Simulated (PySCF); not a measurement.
SMILES FC(F)(F)C[Si](F)(F)F, GFN2-xTB optimised geometry.

```
11

F      1.45     1.06     0.00
C      0.11     1.06     0.00
F     -0.27     0.55     1.18
F     -0.27     2.34     0.00
C     -0.47     0.31    -1.17
Si     0.00    -1.52    -1.20
F      1.55    -1.79    -1.20
F     -0.60    -2.34     0.01
F     -0.56    -2.20    -2.51
H     -1.55     0.43    -1.13
H     -0.12     0.81    -2.08
```

Density from B3LYP/def2-TZVP in PySCF at that geometry.

Minimum of the electron density along straight lines between bonded atoms, close to the bond critical point (lines longer than 1.1 times the sum of covalent radii, or with two minima, are not listed):

```csv
bond,length / Å,ρ at the minimum / e bohr⁻³,∇²ρ there / e bohr⁻⁵,position (fraction from the first atom)
F1–C2,1.339,0.288,-0.52,0.66
C2–F3,1.340,0.288,-0.52,0.34
C2–F4,1.342,0.287,-0.54,0.34
C2–C5,1.510,0.267,-0.71,0.54
C5–Si6,1.885,…,0.11,0.61
Si6–F7,1.578,0.148,1.08,0.42
Si6–F8,1.578,0.148,1.07,0.42
Si6–F9,1.582,0.146,1.05,0.42
C5–H10,1.092,0.277,-0.94,0.65
C5–H11,1.092,0.277,-0.94,0.65
```

**Question.** Some entries are withheld; supply them.

**Answer.** 
- C5–Si6, ρ at the minimum / e bohr⁻³: 0.127
